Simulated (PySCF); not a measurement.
## O²⁺: ionisation energy

O²⁺ [He] 2s2 2p2 (3P) → O³⁺ [He] 2s2 2p1 (2P), as a difference of total energies. Computed with PySCF 2.14 in ANO-RCC-VTZP, with scalar relativity by spin-free X2C-1e. Correlated levels: valence: 1s2 frozen. The calculations carry no spin-orbit coupling.

```csv
method,ionisation energy (eV)
UHF,54.596
MP2 (valence),54.943
SCS-MP2 (valence),54.808
CCSD (valence),54.721
CCSD(T) (valence),54.730
CCSDT (valence),54.732
```

How much does correlation contribute at CCSD(T) (valence)?

54.730 − (54.596) = 0.134 eV, measured against UHF.

Errors of the correlated levels include the incompleteness of this basis and the frozen core.

For comparison: 54.936 eV (semi-empirical (NIST evaluation); NIST Atomic Spectra Database, ionization energies).
